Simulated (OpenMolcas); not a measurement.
# 4f5 along the 59-electron sequence

| Item | Value |
| --- | --- |
| Program | OpenMolcas 26.06 |
| Method | SS-CASPT2, IPEA 0.25 Eh, imaginary shift 0.1 Eh |
| Basis | ANO-RCC-VQZP |
| Scalar Hamiltonian | DKH2, point nucleus |
| Spin-orbit coupling | state interaction with AMFI integrals over the reference wave functions, term energies averaged over their components |

Active space for each ion: 5 electrons in 7 orbitals (4f); closed shells correlated by CASPT2: 5s 5p.

Computed levels in cm-1 above 6H* 5/2:

```
                                Level  Pm2+  Sm3+   Eu4+
                              6H* 7/2   894  1128   1404
                              6H* 9/2  1940  2450   3030
                             6H* 11/2  3090  3900   4800
                             6H* 13/2  4300  5420   6660
                             6H* 15/2  5540  7000   8560
                              6F* 1/2  5920  6840   7900
                              6F* 3/2  6110  7100   8200
                              6F* 5/2  6520  7630   8840
                              6F* 7/2  7270  8570  10000
weight of 6H* in the lowest level (%)    96    96     95
```

The fine-structure level 6H* 15/2 changes by a factor of 1.55 from Pm2+ to Eu4+. Its fourth root runs 8.63, 9.15, 9.62, with steps per unit of Z of 0.52, 0.47; equal steps would mean a (Z - σ)^4 law with constant σ.

6F* 1/2 changes by a factor of 1.33 over the same range, with steps per unit of Z of +920, +1060 cm-1.

CASPT2 breaks the degeneracy within a term, and the mean is taken; among the terms shown or strongly mixed into the levels shown the widest spread is 300 cm-1 (4f5 6H*, Pm2+). High states are left out of the spin-orbit mixing, which shifts the levels that they would mix with. Levels of configurations outside the active space are missing.

* marks odd parity.
